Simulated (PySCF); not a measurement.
# Potential energy of SeBr along the bond

Set-up: basis Se cc-pVTZ-PP with ECP10, Br cc-pVTZ-PP with ECP10; scalar-relativistic core potentials; PySCF 2.14. Energies in eV from Se + Br in their ground configurations at the same level. State: ²Π (doublet), unpaired electrons π ↑.

All columns are PBE0. A positive dipole means Se(−)Br(+).

```tsv
R (Å)	E (eV)	μ (D)	Mulliken charge on Se (basis-dependent)	HOMO (eV)	LUMO (eV)	Mayer bond order	⟨S²⟩
1.954	-1.258	0.60	-0.07	-5.99	-3.81	1.47	0.75
2.045	-1.986	0.37	-0.03	-6.20	-4.00	1.41	0.75
2.136	-2.375	0.11	0.00	-6.40	-4.18	1.36	0.75
2.204	-2.507	-0.08	0.02	-6.54	-4.30	1.32	0.75
2.272	-2.540	-0.28	0.04	-6.67	-4.41	1.28	0.75
2.340	-2.499	-0.47	0.06	-6.79	-4.51	1.25	0.75
2.431	-2.363	-0.73	0.09	-6.95	-4.62	1.21	0.75
2.545	-2.109	-1.03	0.11	-7.12	-4.75	1.16	0.76
2.681	-1.739	-1.35	0.13	-7.29	-4.87	1.10	0.76
2.863	-1.226	-1.69	0.14	-7.45	-5.10	1.00	0.81
```

A fit through these points gives, at Re = 2.265 Å, μ = -0.26 D and dμ/dR = -2.88 D/Å; the reduced mass is 39.71 u.

Problem. How strong is the fundamental in the double-harmonic approximation, I = 42.26·(dμ/dR)²/μred km/mol?

Solution. I = 42.26·(-2.88)²/39.71 = 8.83 km/mol at PBE0.

Spin–orbit coupling is left out. The state is the lowest determinant that a PBE0 search found; another state may lie lower at other levels.
